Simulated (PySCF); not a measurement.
# EPR parameters of C2H10NSSi2

Species: C2H10NSSi2 (doublet state).
Geometry (GFN2-xTB, Å), atoms numbered from 1 in this order:
```
atom  x, y, z in Å
C1     3.1832   -0.4209    0.0274
N2     1.8284   -0.2735   -0.3151
Si3    0.6319    0.8049    0.0824
C4    -0.5379   -0.3025    1.1844
S5    -2.0974    0.5230    1.4717
Si6   -3.2211    0.0153   -0.2919
H7     3.7004    0.5231    0.2332
H8     3.2785   -1.0519    0.9207
H9     3.6932   -0.9486   -0.7849
H10    0.7775    2.0502    0.8465
H11   -0.1273    1.0477   -1.1484
H12   -0.7012   -1.2579    0.7017
H13   -0.0792   -0.4546    2.1549
H14   -4.5671    0.4263    0.0696
H15   -2.6855    0.7533   -1.4274
H16   -3.0839   -1.4250   -0.4686
```

The hyperfine couplings belong to this conformer and change with its torsions.

As a line formula: `C[N][SiH2]CS[SiH3]` [radical].

Method: UKS B3LYP, pcH-1 on C H N S Si, non-relativistic, mean-field spin-orbit, GIAO (PySCF). Isolated species at its GFN2-xTB geometry (one conformer only). A GFN2-xTB geometry isn't a minimum of the functional, and hyperfine couplings can be far from their values at a DFT geometry. Stability of the SCF solution: not tested.

```json
{
  "g1, g2, g3": "2.00241, 2.00501, 2.01064",
  "g_iso": "2.00602",
  "Form of g": "rhombic: the two nearest values differ by 32 % of g3 − g1",
  "⟨S²⟩": "0.7553 (exact 0.7500)",
  "α and β electrons": "37, 36"
}
```

Hyperfine couplings atom by atom, in G; T1 to T3 are the principal values of the dipolar part (MHz turned into gauss with g_iso; 10 G = 1 mT):

```csv
atom,isotope,a_iso,of which spin–orbit,T1,T2,T3,Mulliken spin population
C1,13C,-11.1,0.0,-1.7,0.7,1.0,-0.06
N2,14N,10.0,0.1,-13.6,-13.0,26.6,0.84
Si3,29Si,19.1,0.0,-1.7,-0.3,2.0,-0.05
C4,13C,22.8,0.0,-3.0,-2.8,5.9,0.08
S5,33S,-0.1,0.0,-2.1,-1.5,3.6,0.04
Si6,29Si,0.5,0.0,-0.1,0.0,0.1,0.00
H7,1H,10.1,0.0,-1.8,-1.4,3.2,0.01
H8,1H,67.0,0.0,-2.4,-1.2,3.6,0.08
H9,1H,23.6,0.0,-2.1,-1.4,3.6,0.03
H10,1H,-2.3,0.0,-1.0,-0.7,1.7,-0.01
H11,1H,26.2,0.0,-1.4,-0.6,2.0,0.04
H12,1H,-1.8,0.0,-1.8,-0.3,2.1,0.00
H13,1H,-1.5,0.0,-1.6,-0.4,2.0,0.00
H14,1H,1.1,0.0,-0.2,-0.1,0.3,0.00
H15,1H,2.1,0.0,-0.3,-0.2,0.5,0.00
H16,1H,0.0,0.0,-0.3,-0.2,0.4,0.00
```

Largest spin populations (Mulliken): N2 (+0.84), C4 (+0.08), H8 (+0.08) and C1 (-0.06). No atom but N2 exceeds +0.15.

Under fast tumbling the dipolar parts average out, and these isotropic splittings remain: 3 × 1H (H7/H8/H9, I = 1/2, 4 lines) with 3.36 mT, 2 × 1H (H10/H11, I = 1/2, 3 lines) with 1.19 mT, 1 × 14N (N2, I = 1, 3 lines) with 1.00 mT, 2 × 1H (H12/H13, I = 1/2, 3 lines) with 0.17 mT and 3 × 1H (H14/H15/H16, I = 1/2, 4 lines) with 0.11 mT.

Nuclei that the bonding pattern makes equivalent are averaged, as if the motion that swaps them (rotation, inversion, ring flip) were fast. The three 1H nuclei of mean +94.2 MHz run from 28.4 to 188.0 MHz in the frozen geometry. The three 1H nuclei of mean +3.1 MHz run from 0.1 to 5.9 MHz in the frozen geometry. The 1H value of +33.5 MHz is a mean of couplings from -6.5 to 73.6 MHz in this one geometry, not an average over conformers.

The 13C coupling of C4 (63.9 MHz) shows only in satellite lines or after enrichment, since that isotope makes up about 1.07 % of natural carbon.

The 29Si coupling of Si3 (53.6 MHz) shows only in satellite lines or after enrichment, since that isotope makes up about 4.7 % of natural silicon.

β density exceeds α density at some nuclei, such as Si3 (-0.0605), C1 (-0.0278) and Si6 (-0.0017), spin density in bohr⁻³. In a single determinant that takes different orbitals for the two spins, that is spin polarisation.
